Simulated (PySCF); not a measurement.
AlBr3 (SMILES [Br][Al]([Br])[Br]), singlet, geometry from GFN2-xTB (such geometries of metal compounds can be far from the true shape). Base run: DF-PBE0/6-31G run with PySCF.

Input for PySCF:
```python
from pyscf import gto, scf, dft

mol = gto.M(
    atom='''
Al   -0.000000   -0.000000    0.000000
Br   -1.799075   -1.338900   -0.104486
Br   -0.015451    1.984855   -1.048978
Br    1.814526   -0.645954    1.153464
''',
    basis='6-31g',
    charge=0,
    spin=0,
    verbose=5,
)

mf = dft.RKS(mol)
mf.xc = 'pbe0'
mf = mf.density_fit(auxbasis='def2-universal-jkfit')
mf.kernel()
mf.analyze()
```

The base run was repeated with changes; each row names its change, and settings that it needs were set with it.

```tsv
change	basis functions	E (Eh)	HOMO (eV)	HOMO-LUMO gap (eV)
base	94	-7962.90641	-8.87	6.59
basis = ANO-RCC-VDZP; relativity = none (without mf = mf.density_fit(auxbasis='def2-universal-jkfit'))	99	-7898.46416	-8.82	7.00
basis = cc-pVDZ-DK; relativity = spin-free X2C; nucleus = Gaussian (with nucmod='G'; without mf = mf.density_fit(auxbasis='def2-universal-jkfit'))	99	-8060.51955	-8.51	6.85
basis = cc-pVDZ-DK; relativity = none (without mf = mf.density_fit(auxbasis='def2-universal-jkfit'))	99	-7904.97298	-8.63	7.08
basis = ANO-RCC-VDZP; relativity = spin-free X2C (without mf = mf.density_fit(auxbasis='def2-universal-jkfit'))	99	-8060.93132	-8.64	6.79
basis = jorge-DZP-DKH; relativity = spin-free X2C; nucleus = Gaussian (with nucmod='G'; without mf = mf.density_fit(auxbasis='def2-universal-jkfit'))	153	-8060.42628	-8.56	6.86
basis = jorge-DZP-DKH; relativity = spin-free X2C (without mf = mf.density_fit(auxbasis='def2-universal-jkfit'))	153	-8060.48212	-8.56	6.86
basis = cc-pVDZ-DK; relativity = spin-free X2C (without mf = mf.density_fit(auxbasis='def2-universal-jkfit'))	99	-8060.57442	-8.51	6.85
basis = jorge-DZP-DKH; relativity = none (without mf = mf.density_fit(auxbasis='def2-universal-jkfit'))	153	-7940.99638	-8.68	7.01
basis = ANO-RCC-VDZP; relativity = spin-free X2C; nucleus = Gaussian (with nucmod='G'; without mf = mf.density_fit(auxbasis='def2-universal-jkfit'))	99	-8060.86696	-8.64	6.79
```

Total energies compare only within one method and basis.

Basis sets contracted for a relativistic Hamiltonian are a mismatch without it, so the rows without relativity aren't non-relativistic limits. No row has spin-orbit coupling; sets with core potentials leave out the core electrons.
